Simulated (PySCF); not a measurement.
# From computed data to an observable: oscillator strength and radiative lifetime

C₄H₇BFN, SMILES FCB1C=CCN1.

Geometry optimised at PBE0-D3(BJ)/def2-SVP. The structure was generated by enumeration, and PubChem lists no compound with its InChIKey, so it may never have been made. Other conformers were not sampled.

TDA-PBE/def2-SVPD in PySCF 2.14.0 puts the first singlet state with f over 0.02 at 5.61 eV (vertical), with the transition dipole (-0.626, -0.030, 0.000) in atomic units.

Q: Find the oscillator strength, the wavelength and the radiative lifetime that this transition would have in vacuum if emission retraced absorption.

A: 
|μ|² = 0.3928 au, so |μ| = 1.59 D. ΔE = 5.61/27.211 = 0.2062 hartree. f = (2/3) ΔE |μ|² = 0.054 (the program prints 0.054).
λ = 1239.84/5.61 = 221 nm; ν = 45248 cm⁻¹.
Einstein's coefficient A = 0.6670 ν² f s⁻¹ (ν in cm⁻¹) = 7.4e7 s⁻¹, so τ = 1/A = 14 ns. This state is S2; the lower singlet has f = 0.000. The figure is the radiative limit of this one transition; relaxation, internal conversion, crossing to triplets and a medium change what is measured.
